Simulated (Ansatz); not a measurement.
Reaction (formal exchange of groups at a Ge–O bond): `C[O][GeH]([F])[O]C` + `C/C=C(\F)[SeH]` → `C[O][GeH]([F])[SeH]` + `C/C=C(\F)OC`

Isolated molecules relaxed with PBE0-D4/def2-TZVP in Ansatz; ΔE leaves out vibrations. CCSD(T)/CBS adds triple-zeta CCSD(T) − MP2 to the extrapolated MP2 energy (def2 sets, frozen cores). Double bonds are as drawn, so ΔE can hold a change between cis and trans. DFT in def2-TZVPP. B3LYP here is the variant with VWN-RPA as its local correlation; programs differ in this. For Ge, Se outer-core shells are correlated without core-valence functions, which leaves a few kJ/mol of doubt a bond. Scalar relativity is left out up to krypton. Each species was taken in one conformer, which may not be the lowest.

`C[O][GeH]([F])[O]C`:

Cartesian coordinates in Å:
```
C -0.310 -1.961 -1.154
O -0.286 -1.071 -0.056
Ge 1.052 0.042 0.162
F 1.266 0.823 -1.375
O 0.566 1.221 1.350
C -0.674 1.897 1.223
H 0.513 -2.684 -1.112
H -1.251 -2.513 -1.110
H -0.261 -1.429 -2.110
H 2.382 -0.583 0.566
H -0.681 2.556 0.349
H -1.510 1.196 1.146
H -0.805 2.505 2.120
```

`C/C=C(\F)[SeH]`:

```xyz
10

C    -0.788   -0.913   -1.014
C    -0.532    0.045    0.097
C     0.664    0.326    0.594
F     1.775   -0.222    0.080
Se    0.958    1.388    2.137
H     0.132   -1.381   -1.362
H    -1.477   -1.700   -0.691
H    -1.259   -0.406   -1.861
H    -1.373    0.560    0.544
H     1.901    2.303    1.475
```

`C[O][GeH]([F])[SeH]`:

```xyz
10

C     0.556    1.288   -0.771
O    -0.499    1.096    0.151
Ge   -0.912   -0.504    0.735
F    -1.479   -1.424   -0.627
Se    0.945   -1.694    1.525
H     0.743    2.361   -0.839
H     1.477    0.793   -0.443
H     0.288    0.914   -1.764
H    -2.056   -0.315    1.728
H     0.937   -2.514    0.306
```

`C/C=C(\F)OC`:

Cartesian coordinates in Å:
```
C -2.219 -0.503 0.431
C -0.795 -0.795 0.110
C 0.216 0.029 0.331
F 0.026 1.266 0.822
O 1.504 -0.264 0.160
C 2.247 0.664 -0.622
H -2.846 -0.569 -0.463
H -2.336 0.495 0.853
H -2.616 -1.225 1.152
H -0.529 -1.757 -0.313
H 3.251 0.252 -0.708
H 2.293 1.641 -0.137
H 1.804 0.766 -1.617
```

```tsv
level	ΔE (kcal/mol)	difference from CCSD(T)/CBS
PBE-D4	-8.3	-3.7
r2SCAN-D4	-7.5	-2.9
PBE0-D4	-8.5	-3.9
B3LYP-D4	-6.8	-2.2
ωB97X-V	-6.3	-1.7
ωB97M-V	-6.7	-2.1
r2SCAN	-7.6	-3.0
PBE0	-8.6	-4.0
CCSD/def2-TZVPP	-4.3	0.3
HF/CBS(def2)	-5.8	-1.2
CCSD(T)/CBS	-4.6	0
```

Largest T1 diagnostic among the species: 0.012.

In def2-TZVPP, CCSD(T) changes the Hartree–Fock value by +2.1 kcal/mol (the triples alone add +0.1 kcal/mol) and MP2 by +2.9 kcal/mol.
